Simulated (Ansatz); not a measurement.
A run for Ansatz (a program for electronic structure): R-revPBE/def2-TZVPP on C3H6 (SMILES C1CC1).

Ansatz 0.2 input:
```yaml
crystal:
  periodic: [false, false, false]
  atoms:
    - {symbol: C, position_ang: [-0.27516845, 0.82171199, -0.04962046]}
    - {symbol: C, position_ang: [-0.55933591, -0.63383837, 0.19689154]}
    - {symbol: C, position_ang: [0.83450589, -0.18786000, -0.14726740]}
    - {symbol: H, position_ang: [-0.27993260, 1.49170326, 0.79949587]}
    - {symbol: H, position_ang: [-0.64274937, 1.26356949, -0.96589002]}
    - {symbol: H, position_ang: [-1.11924664, -1.17671519, -0.55257485]}
    - {symbol: H, position_ang: [-0.75630505, -0.94864158, 1.21277257]}
    - {symbol: H, position_ang: [1.21766550, -0.42906561, -1.12957267]}
    - {symbol: H, position_ang: [1.58056664, -0.20086397, 0.63576542]}
basis:
  gaussian:
    orbitals: def2-TZVPP
hamiltonian:
  xc: {name: revPBE}
scf: {lower_state_search: off}
```

The log:

```
WARN ansatz: RAYON_NUM_THREADS=2 ignored (pool sized by the plan → 2); use --threads N
Functional definition: revPBE
these checks for a lower state are left out or cut short: stability, starts, cluster_reference, orbital_swaps, neighbouring_geometries, increment
integrals: 0.06 GiB planned
894 factors; their error is unknown
mean field: 0.62 GiB planned
mean field evaluation 1: about -3196.9436 eV, gradient 6.8e1 eV
mean field evaluation 2: about -3174.1403 eV, gradient 1.1e2 eV
mean field evaluation 4: about -3208.3745 eV, gradient 1.8e0 eV
mean field evaluation 8: about -3208.3842 eV, gradient 1.7e-2 eV
mean field evaluation 16: about -3208.3518 eV, gradient 1.7e-2 eV
mean field -3208.35184601 eV, -117.9047556420 hartree, gradient 2.9e-6 eV, S^2 0.000000; 0 other end points of the search recorded, 0 dependent functions left out
reference -3208.35189195 eV, -117.9047573303 hartree; 12, 12 occupied and 165, 165 virtual orbitals, 894 factors
Total energy: -3208.35189195 eV, -117.9047573303 hartree
Checks for a lower state left out: stability, starts, cluster_reference, orbital_swaps, neighbouring_geometries, increment
```

Self-consistency was reached.

Cost: roughly 3 core-seconds.
